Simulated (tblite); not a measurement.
Input of a run (GFN2-xTB geometry optimisation, gas phase (tblite 0.8.0)), started from a force field or distance geometry:
```
{"job": {"kind": "relax", "xc": "GFN2-xTB", "basis": "xTB"}, "charge": 0, "multiplicity": 1}
C      3.040000    -0.259600     0.427600
Si     1.277200     0.255600     0.787800
C      0.522400     1.419100    -0.427200
Si    -0.782200     0.112700    -0.793500
N     -2.377700     0.502400    -0.088300
C     -3.430600    -0.444000    -0.318100
O     -3.210200    -1.494900    -0.968900
C      0.109500    -1.118700     0.283100
H      3.023200    -1.293800     0.008700
H      3.421300     0.443600    -0.315300
H      3.653700    -0.292200     1.341200
H      1.095300     0.704100     2.189000
H      0.093300     2.349200     0.003200
H      1.166600     1.620100    -1.308600
H     -0.878600    -0.252400    -2.206200
H     -2.522400     1.381400     0.445900
H     -4.416500    -0.212600     0.104900
H      0.677100    -1.889700    -0.310600
H     -0.471200    -1.520900     1.137800
```

Output (eV, eV/Å):
```
step      E/eV     max force
  0    -668.62381    3.925
  1    -668.98784    3.767
  2    -669.12285    1.152
  3    -669.20446    0.703
  4    -669.27634    0.510
  5    -669.30378    0.488
  6    -669.33827    0.244
  7    -669.34631    0.241
  8    -669.35630    0.204
  9    -669.36181    0.197
 10    -669.36624    0.178
 11    -669.37002    0.159
 12    -669.37456    0.179
 13    -669.37865    0.159
 14    -669.38181    0.133
 15    -669.38442    0.142
 16    -669.38703    0.135
 17    -669.38944    0.136
 18    -669.39143    0.108
 19    -669.39320    0.102
 20    -669.39495    0.124
 21    -669.39650    0.101
 22    -669.39756    0.098
 23    -669.39829    0.078
 24    -669.39904    0.088
 25    -669.40002    0.112
 26    -669.40117    0.108
 27    -669.40226    0.082
 28    -669.40312    0.068
 29    -669.40379    0.071
 30    -669.40436    0.066
 31    -669.40488    0.050
 32    -669.40540    0.052
 33    -669.40593    0.054
 34    -669.40638    0.050
 35    -669.40669    0.037
 36    -669.40692    0.035
 37    -669.40714    0.033
 38    -669.40740    0.037
 39    -669.40764    0.039
 40    -669.40784    0.033
 41    -669.40803    0.032
 42    -669.40822    0.033
 43    -669.40845    0.040
 44    -669.40870    0.044
 45    -669.40896    0.038
 46    -669.40922    0.037
 47    -669.40951    0.046
 48    -669.40982    0.051
 49    -669.41008    0.043
 50    -669.41024    0.028
 51    -669.41033    0.022
 52    -669.41043    0.036
 53    -669.41055    0.040
 54    -669.41069    0.032
 55    -669.41081    0.027
 56    -669.41091    0.020
 57    -669.41100    0.030
 58    -669.41110    0.029
 59    -669.41118    0.021
 60    -669.41126    0.023
 61    -669.41134    0.026
 62    -669.41144    0.036
 63    -669.41158    0.039
 64    -669.41175    0.033
 65    -669.41190    0.026
 66    -669.41202    0.031
 67    -669.41211    0.024
 68    -669.41221    0.027
 69    -669.41239    0.041
 70    -669.41268    0.047
 71    -669.41310    0.050
 72    -669.41353    0.050
 73    -669.41401    0.051
 74    -669.41447    0.050
 75    -669.41495    0.058
 76    -669.41138    0.303
 77    -669.41563    0.052
 78    -669.41614    0.047
 79    -669.40382    0.585
 80    -669.41724    0.065
 81    -669.41800    0.055
 82    -669.40326    0.612
 83    -669.41911    0.059
 84    -669.41985    0.043
 85    -669.41035    0.525
 86    -669.42087    0.051
 87    -669.42153    0.055
 88    -669.41987    0.322
 89    -669.42276    0.058
 90    -669.42331    0.067
 91    -669.42411    0.216
 92    -669.42531    0.102
 93    -669.42646    0.065
 94    -669.43022    0.093
 95    -669.43176    0.137
 96    -669.43306    0.102
 97    -669.43465    0.062
 98    -669.43571    0.052
 99    -669.43633    0.061
100    -669.43683    0.066
101    -669.43744    0.100
102    -669.43809    0.107
103    -669.43889    0.099
104    -669.43982    0.073
105    -669.44056    0.082
106    -669.44128    0.074
107    -669.44128    0.132
108    -669.44208    0.050
109    -669.44234    0.048
110    -669.44288    0.040
111    -669.44313    0.034
112    -669.44357    0.035
113    -669.44377    0.021
114    -669.44388    0.018
115    -669.44395    0.018
116    -669.44403    0.024
117    -669.44413    0.029
118    -669.44420    0.026
119    -669.44426    0.023
120    -669.44430    0.020
121    -669.44436    0.018
122    -669.44444    0.018
123    -669.44452    0.019
124    -669.44458    0.017
125    -669.44463    0.013
126    -669.44466    0.011
127    -669.44467    0.009
```

Q: Summarise the run.

A: The energy falls by 0.821 eV over 127 L-BFGS steps, the largest force on an atom goes from 3.93 to 0.009 eV/Å, and the atoms move by 0.393 Å rms after alignment. The bond that changes most is N5–C6 (amide nitrogen to amide carbonyl carbon), which shortens by 0.099 Å. Bonds longer at the end by more than 0.005 Å: 6 of 19; shorter: 12. Among the angles that change most is H18–C8–H19, from 115.0° to 106.5°. Among the dihedrals that turn most is H10–C1–Si2–H12, from -116° to -60°. The energy rose by more than 1e-5 eV at steps 76, 79, 82, 85 and 88. The first step brought 44 % of the lowering.

Q: What are the final bond lengths?

A: C1–Si2 1.895 Å, Si2–C3 1.920 Å, C3–Si4 1.915 Å, Si4–N5 1.763 Å, N5–C6 1.335 Å, C6=O7 1.208 Å, Si4–C8 1.908 Å, Si2–C8 1.924 Å, C1–H9 1.085 Å, C1–H10 1.085 Å, C1–H11 1.085 Å, Si2–H12 1.472 Å, C3–H13 1.086 Å, C3–H14 1.085 Å, Si4–H15 1.458 Å, N5–H16 1.005 Å, C6–H17 1.105 Å, C8–H18 1.086 Å, C8–H19 1.086 Å. Numbering counts from 1 in the input's order; the species is `N([Si@H]1C[Si@@H](C1)C)C=O`.

Its GFN2-xTB frequencies are all real (lowest 29 cm⁻¹). The numbers are those of one conformer. 3 starts were optimised and ended at 0.00, 0.00 and 0.61 kcal/mol (GFN2-xTB); the lowest of these is shown.

The numbers are calculated, not measured.
